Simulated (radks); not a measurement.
Values are calculated unless marked as measured or tabulated.
How relativity changes the ionisation of neutral silver ([Kr] 4d10 5s1) to Ag+ ([Kr] 4d10). Spin-unpolarised spherical Kohn-Sham, LDA (Slater exchange, Perdew-Wang correlation), point nucleus unless stated (finite: rms radius 4.5454 fm), a radial shooting solver on a logarithmic mesh with Libxc functionals. A level marked "c x" has the speed of light scaled by that factor.

| level | E(Ag) (hartree) | E(Ag+) (hartree) | IE (eV) | HOMO | <r> HOMO (bohr) |
|---|---|---|---|---|---|
| non-rel. | -5195.01174 | -5194.73622 | 7.497 | 5s | 3.272 |
| scalar-rel. | -5311.13445 | -5310.83695 | 8.095 | 5s | 3.109 |
| scalar-rel., finite nucleus | -5311.02522 | -5310.72774 | 8.095 | 5s | 3.109 |
| Dirac | -5312.33799 | -5312.04042 | 8.097 | 5s1/2 | 3.109 |
| Dirac, finite nucleus | -5312.22850 | -5311.93094 | 8.097 | 5s1/2 | 3.109 |
| Dirac, c x 0.75 | -5414.17465 | -5413.85629 | 8.663 | 5s1/2 | 2.977 |
| Dirac, c x 3 | -5207.38725 | -5207.10950 | 7.558 | 5s1/2 | 3.254 |
| Dirac, c x 10 | -5196.11927 | -5195.84355 | 7.503 | 5s1/2 | 3.270 |

NIST Atomic Spectra Database: 7.576 eV (measured). The relativistic part of the total energy of Ag is -117.2 hartree (Dirac, finite nucleus), 2.3 % of the non-relativistic value. Spin polarisation and multiplet splitting of open shells are left out at every level.

Beside tabulated values, note that relativity, absent from the non-relativistic runs, is large for the heavy elements, and spin-unpolarised runs miss the spin-polarisation part of the exchange energy of open shells.
